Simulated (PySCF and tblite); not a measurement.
Results of a calculation; reference values are marked as such.
**Rearrangement: stationary points, barriers and rates**

System: C₂H₆GeO₂, numbered as in [CH3:1][C:2](=[O:3])[O:4][GeH3:5].

Motion: shift of Ge5 from O4 to O3. The path came from a restrained scan, a climbing-image band and a saddle search at GFN2-xTB; energies are BHandHLYP/pcSseg-1 + D3(BJ)//B3LYP-D3(BJ)/def2-SVP, thermal terms GFN2-xTB. Rate constants are transition-state-theory values, counting equivalent paths, without tunnelling. Run with tblite and PySCF.

| point | symmetry | E(GFN2) kcal/mol | E(DFT) kcal/mol | ZPE change kcal/mol | lowest mode cm⁻¹ | dipole D |
| --- | --- | --- | --- | --- | --- | --- |
| start | Cs | 0.0 | 0.0 | 0.00 | 39 | 1.64 |
| saddle | Cs | 8.8 | 15.0 | -0.72 | 276i | 1.24 |
| end | Cs | 0.0 | 0.0 | 0.00 | 40 | 1.64 |

```
Electronic barrier                                      : 15.0 kcal/mol
Barrier with zero-point energy                          : 14.3 kcal/mol
ΔH‡ (298 K)                                             : 14.0 kcal/mol
ΔS‡ (298 K, symmetry apart)                             : -0.6 cal/(mol K)
Paths                                                   : 2 equivalent paths
End point                                               : the same structure with atoms interchanged, or its mirror image
Mean lifetime of the start against this motion at 298 K : 2 ms
Cost                                                    : 2.2 min on 1 thread of Arm Neoverse V2, shared host (rough), peak memory 0.81 GiB, launched as `OMP_NUM_THREADS=1 python ens_run.py task.json out`
```

| T/K | ΔG‡ kcal/mol | k s⁻¹ |
| --- | --- | --- |
| 150 | 14.2 | 1.4×10⁻⁸ |
| 200 | 14.2 | 0.0029 |
| 250 | 14.2 | 4.4 |
| 298 | 14.2 | 511 |
| 350 | 14.2 | 2×10⁴ |
| 400 | 14.2 | 2.8×10⁵ |
| 500 | 14.4 | 1.1×10⁷ |

ΔG and ΔG‡ leave out symmetry numbers and mirror images; rates count paths: 2 out.

Spin–orbit effects of heavy atoms on shieldings are missing.
